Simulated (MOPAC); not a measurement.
Input file for MOPAC: PM7 on GeH4SSe (SMILES S[Se][GeH3]), a point of a torsion scan.

```
PM7 1SCF PRECISE CHARGE=0 THREADS=1
GeH4SSe

S      2.31476178 1    -0.01874836 1     0.63794229 1
Se     0.58762565 1    -1.36208122 1     0.61210883 1
Ge    -1.12795537 1     0.17848711 1     0.14632676 1
H      2.75930389 1    -0.28841347 1    -0.59146821 1
H     -0.51664291 1     1.40797424 1    -0.45731123 1
H     -2.10888690 1    -0.42912795 1    -0.81248850 1
H     -1.87196381 1     0.57572808 1     1.38898020 1
```

The log:

```
*******************************************************************************
 **                                                                           **
 **                              MOPAC v23.2.5                                **
 **                                                                           **
 *******************************************************************************
 ** MOPAC's Digital Object Identifier: https://doi.org/10.5281/zenodo.6511958 **
 **                                                                           **
 ** Please cite the open-source release paper for use of this MOPAC version:  **
 ** J. E. Moussa and J. J. P. Stewart (2026)                                  **
 ** MOPAC: An open-source semiempirical molecular orbital program             **
 ** J. Open Source Softw., 11(119), 8025, https://doi.org/10.21105/joss.08025 **
 *******************************************************************************

                              PM7 CALCULATION RESULTS

 *******************************************************************************
 *  PM7        - The PM7 Hamiltonian to be used
 *
 *
 *
 *                 CHARGE ON SYSTEM = 0
 *
 *
 *
 *  PRECISE    - TIGHTER CRITERIA TO BE USED
 *  1SCF       - DO 1 SCF AND THEN STOP
 *  THREADS=1  - MULTI-THREADING NOT USED
 *  T=         - A TIME OF 172800.0 SECONDS REQUESTED
 *  DUMP=N     - RESTART FILE WRITTEN EVERY 7200.0 SECONDS REQUESTED
 *******************************************************************************
PM7 1SCF PRECISE CHARGE=0 THREADS=1
 GeH4SSe

   ATOM   CHEMICAL          X               Y               Z
  NUMBER   SYMBOL      (ANGSTROMS)     (ANGSTROMS)     (ANGSTROMS)

     1       S          2.31476178  *  -0.01874836  *   0.63794229  *
     2      Se          0.58762565  *  -1.36208122  *   0.61210883  *
     3      Ge         -1.12795537  *   0.17848711  *   0.14632676  *
     4       H          2.75930389  *  -0.28841347  *  -0.59146821  *
     5       H         -0.51664291  *   1.40797424  *  -0.45731123  *
     6       H         -2.10888690  *  -0.42912795  *  -0.81248850  *
     7       H         -1.87196381  *   0.57572808  *   1.38898020  *



          CARTESIAN COORDINATES

    NO.       ATOM           X           Y           Z

     1         S          2.3148     -0.0187      0.6379
     2        Se          0.5876     -1.3621      0.6121
     3        Ge         -1.1280      0.1785      0.1463
     4         H          2.7593     -0.2884     -0.5915
     5         H         -0.5166      1.4080     -0.4573
     6         H         -2.1089     -0.4291     -0.8125
     7         H         -1.8720      0.5757      1.3890

 General Reference for PM7:
 "Optimization of Parameters for Semiempirical Methods VI: More Modifications to the
 NDDO Approximations and Re-optimization of Parameters", J. J. P. Stewart, J. Mol. Mod., 1:32, 19 (2013)
 https://link.springer.com/article/10.1007/s00894-012-1667-x

           Empirical Formula: H4 S Se Ge  =     7 atoms



      MOLECULAR POINT GROUP   :   C1


      RHF CALCULATION, NO. OF DOUBLY OCCUPIED LEVELS = 10


 -------------------------------------------------------------------------------
 PM7 1SCF PRECISE CHARGE=0 THREADS=1
 GeH4SSe



     1SCF WAS SPECIFIED, SO BFGS WAS NOT USED
     SCF FIELD WAS ACHIEVED


                              PM7 CALCULATION
                                                       MOPAC v23.2.5 Linux




          FINAL HEAT OF FORMATION =        109.96774 KCAL/MOL =     460.10504 KJ/MOL


          COSMO AREA              =        131.40 SQUARE ANGSTROMS
          COSMO VOLUME            =        125.41 CUBIC ANGSTROMS

          IONIZATION POTENTIAL    =          8.731938 EV
          HOMO LUMO ENERGIES (EV) =         -8.732 -2.269
          NO. OF FILLED LEVELS    =         10
          MOLECULAR WEIGHT        =        187.6416         POINT GROUP:  C1

          MOLECULAR DIMENSIONS (Angstroms)

            Atom       Atom       Distance
            H     7    H     4     5.11053
            S     1    H     6     3.23024
           Se     2    H     5     2.93849


          SCF CALCULATIONS        =          1





   ATOM   CHEMICAL          X               Y               Z
  NUMBER   SYMBOL      (ANGSTROMS)     (ANGSTROMS)     (ANGSTROMS)

     1       S          2.31476178  *  -0.01874836  *   0.63794229  *
     2      Se          0.58762565  *  -1.36208122  *   0.61210883  *
     3      Ge         -1.12795537  *   0.17848711  *   0.14632676  *
     4       H          2.75930389  *  -0.28841347  *  -0.59146821  *
     5       H         -0.51664291  *   1.40797424  *  -0.45731123  *
     6       H         -2.10888690  *  -0.42912795  *  -0.81248850  *
     7       H         -1.87196381  *   0.57572808  *   1.38898020  *

                             CARTESIAN COORDINATES

   1    S        2.314761780    -0.018748360     0.637942290
   2   Se        0.587625650    -1.362081220     0.612108830
   3   Ge       -1.127955370     0.178487110     0.146326760
   4    H        2.759303890    -0.288413470    -0.591468210
   5    H       -0.516642910     1.407974240    -0.457311230
   6    H       -2.108886900    -0.429127950    -0.812488500
   7    H       -1.871963810     0.575728080     1.388980200


           Empirical Formula: H4 S Se Ge  =     7 atoms



      MOLECULAR POINT GROUP   :   C1


                  EIGENVALUES
 -27.12293 -22.43916 -17.80141 -13.66169 -12.50553 -12.30073 -11.21467 -10.42606
  -9.15525  -8.73194  -2.26865  -1.56369  -0.78843  -0.20927  -0.03103  -0.00933
   0.03214   1.00386   1.03953   3.02482   4.41057


              NET ATOMIC CHARGES AND DIPOLE CONTRIBUTIONS

  ATOM NO.   TYPE          CHARGE      No. of ELECS.   s-Pop       p-Pop       d-Pop
    1          S          -0.323782        6.3238     1.90839     4.28405     0.13135
    2         Se           0.182043        5.8180     1.97031     3.84765
    3         Ge          -0.255123        4.2551     0.97454     3.28058
    4          H           0.175283        0.8247     0.82472
    5          H           0.077986        0.9220     0.92201
    6          H           0.069293        0.9307     0.93071
    7          H           0.074300        0.9257     0.92570
 DIPOLE           X         Y         Z       TOTAL
 POINT-CHG.    -0.944    -1.033    -1.080     1.768
 HYBRID        -0.035     0.514    -0.345     0.620
 SUM           -0.979    -0.519    -1.425     1.805


          ATOMIC ORBITAL ELECTRON POPULATIONS

     Atom    s        px        py        pz      x^2-y^2     xz        z^2       yz        xy
    1  S   1.90839   1.35499   1.64684   1.28222   0.00573   0.03982   0.05887   0.01064   0.01629
    2 Se   1.97031   0.96320   0.96118   1.92327
    3 Ge   0.97454   1.08334   1.08868   1.10856
    4  H   0.82472
    5  H   0.92201
    6  H   0.93071
    7  H   0.92570

 **********************
 *                    *
 * JOB ENDED NORMALLY *
 *                    *
 **********************




 == MOPAC DONE ==
```

The run finished.

Cost: very roughly 0.03 core-seconds.
